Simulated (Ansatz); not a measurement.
`B[O][AlH][NH2]` + `[CH3][Zr]([CH3])([F])[F]` → `B[O][AlH][CH3]` + `[CH3][Zr]([NH2])([F])[F]`  (redistribution)

Isolated molecules relaxed with PBE0-D4/def2-TZVP in Ansatz; ΔE leaves out vibrations. CCSD(T)/CBS adds triple-zeta CCSD(T) − MP2 to the extrapolated MP2 energy (def2 sets, frozen cores). DFT in def2-TZVPP. HSE06 is defined as in plane-wave codes. def2 core potentials past Kr. For Zr outer-core shells are correlated without core-valence functions, which leaves a few kJ/mol of doubt a bond. One conformer a species, not always the lowest.

```tsv
level	ΔE (kcal/mol)
ωB97X-V	-5.5
revPBE	-6.4
BLYP	-5.9
r2SCAN	-5.0
HSE06	-5.8
HF/def2-SVP	-6.1
SCS-MP2/def2-TZVPP	-5.0
MP2/CBS(def2)	-4.9
```

Task: What does CCSD(T)/CBS give? (Best estimate.)

Result: Ansatz gave: -4.8 kcal/mol. The listed levels differ from it by -0.7, -1.6, -1.1, -0.2, -1.0, -1.3, -0.2, -0.1 kcal/mol.

Largest T1 diagnostic among the species: 0.016.

From BLYP to BHLYP (50 % exact exchange), in def2-TZVPP and without D4, ΔE moves by +1.3 kcal/mol. At CCSD(T), def2-SVP lies −3.2 kcal/mol from the extrapolated value and def2-TZVPP −0.4 kcal/mol.
